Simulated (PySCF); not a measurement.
An unknown is described by computed data only.

Formula: C7H13N.

| Quantity | Value |
| --- | --- |
| NMR, other nuclei | isotropic shieldings of nuclei other than C and H, by class: -33 (1 N) ppm [GIAO PBE0/pcSseg-1] |
| Rotational structure | rotational constants A, B, C: 2.690, 1.711, 1.384 GHz [GFN2-xTB] |
| 1H NMR | chemical shifts (computed TMS as zero) by class: 2.15 (1 H), 1.32 (3 H), 1.11 (9 H) ppm [GIAO PBE0/pcSseg-1] |
| 13C NMR | chemical shifts (computed TMS as zero) by class: 127.7 (1 C), 37.5 (1 C), 35.1 (1 C), 28.7 (3 C), 15.9 (1 C) ppm [GIAO PBE0/pcSseg-1] |
| Dipole | 4.02 D [PBE0/pcSseg-1] |

Gas-phase values; electronic properties from PySCF, density fitting. Levels stand in brackets. Isolated species at its GFN2-xTB geometry, gas phase. NMR classes are plain means over equivalent atoms (diastereotopic ones count apart unless rotation or inversion swaps them), as if these changed places fast.

Question: Give a SMILES that accounts for the data.

Answer: Numbering: `[CH3:1][C@H:2]([C:3]#[N:4])[C:5]([CH3:6])([CH3:7])[CH3:8]`. Its formula, C7H13N, gives 2 degrees of unsaturation: 0 rings and 2 π bonds in the structure found. 7 carbons fall into 5 classes; from least to most shielded: nitrile carbon [C3] (127.7 ppm), sp3 carbon next to a nitrile [C2] (37.5 ppm), quaternary sp3 carbon [C5] (35.1 ppm), methyl carbon [C6/C7/C8] (28.7 ppm, 3 C, up to 8.4 ppm apart in this geometry), methyl carbon [C1] (15.9 ppm). Hydrogen classes from least to most shielded: 1 H on an sp3 carbon next to a nitrile, C2 (2.15 ppm), 3 H on a methyl carbon, C1 (1.32 ppm), 9 H on 3 methyl carbons, C6/C7/C8 (1.11 ppm, a mean of values up to 1.2 ppm apart in this geometry). The other shieldings belong to: -33 ppm, nitrile nitrogen [N4]. The optimised geometry has point group C1 and is an asymmetric top. Structure: 2,3,3-trimethylbutanenitrile (`C[C@H](C#N)C(C)(C)C`). Computed isomers that give other values at the same levels: `C1CC2CCCN2C1` (13C chemical shifts (computed TMS as zero) by class: 66.8 (1 C), 58.3 (2 C), 37.3 (2 C), 27.1 (2 C) ppm); `CCC[C@@H]1C=CCN1` (13C chemical shifts (computed TMS as zero) by class: 143.9 (1 C), 137.5 (1 C), 71.8 (1 C), 60.1 (1 C), 45.2 (1 C), 25.9 (1 C), 17.4 (1 C) ppm); `C=C[C@@H]1CN1C(C)C` (13C chemical shifts (computed TMS as zero) by class: 152.0 (1 C), 120.2 (1 C), 62.6 (1 C), 43.8 (1 C), 34.6 (1 C), 25.0 (1 C), 24.3 (1 C) ppm). The assignments are read from this structure; whether some other isomer fits the data as well wasn't checked. The mirror image fits equally.

The values belong to the conformer `[CH3:1][C@H:2]([C:3]#[N:4])[C:5]([CH3:6])([CH3:7])[CH3:8]`: C1–C2–C5–C6 62°.
